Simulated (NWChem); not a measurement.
# GeCl$_{3}$ cation

```xyz
4

Cl    -0.5409    -1.9857     0.0000
Ge     0.0000     0.0000     0.0000
Cl    -1.4492     1.4613     0.0000
Cl     1.9901     0.5244     0.0000
```
Atoms are numbered in this order, from 1.

All runs: NWChem. Pople sets run with spherical d functions. STO-3G and 3-21G are far too small for this property and stand as cheap habits. The geometry was optimised at PBE0/def2-SVP. B3LYP is NWChem's, with the RPA form of VWN correlation. Field at 589 nm.

Problem. Order these runs by computing time, cheapest first, and give rough ratios: B3LYP/def2-SVP; B3LYP/aug-cc-pVDZ; B3LYP/STO-3G.

Solution. B3LYP/STO-3G (1), B3LYP/def2-SVP (5), B3LYP/aug-cc-pVDZ (60). Ratios are rough, from one shared machine; the cheapest took roughly 7 core-seconds. What differs between the cheapest and the dearest: isotropic polarisability (bohr³) 32.4 → 65.1; anisotropy (bohr³) 32.7 → 34.1.
